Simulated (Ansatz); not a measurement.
Species: trifluoromethylgermane, CH3F3Ge, net charge 0, singlet state. SMILES: [C](F)(F)([GeH3])F
Geometry: optimised at B3LYP-D3(BJ)/def2-TZVP (Ansatz, a first-principles code).

Property: atomisation energy (electronic, to ground-state atoms), in kcal/mol. Valence correlation only, unless marked. Open shells are spin-unrestricted. Spin-orbit coupling is left out. The frozen core is the preceding noble-gas configuration, with the filled d and f shells of earlier blocks. Non-relativistic. The coupled-cluster limit lacks core correlation, which all-electron functionals hold. Basis-set limits of correlation are two-point, X^-3; Hartree-Fock from the larger set.

| level | program | atomisation energy (kcal/mol) |
|---|---|---|
| HF/aug-cc-pVDZ | Ansatz | 421.7 |
| SVWN5/def2-TZVPD | Ansatz | 757.6 |
| PBE0-D3(BJ)/def2-TZVP | Ansatz + dftd3 | 628.9 |
| PBE0-D4/def2-TZVP | Ansatz + dftd4 | 629.0 |
| PBE0/def2-QZVPP | Ansatz | 626.1 |
| LC-wPBE/def2-TZVPD | Ansatz | 633.5 |
| wB97X/def2-TZVPD | Ansatz | 634.9 |
| MP2/6-31G* | Ansatz | 590.7 |
| CCSD(T)/aug-cc-pVQZ | Ansatz | 625.1 |
| CCSD(T)/CBS(aug-cc-pVTZ,aug-cc-pVQZ) | Ansatz | 630.9 |
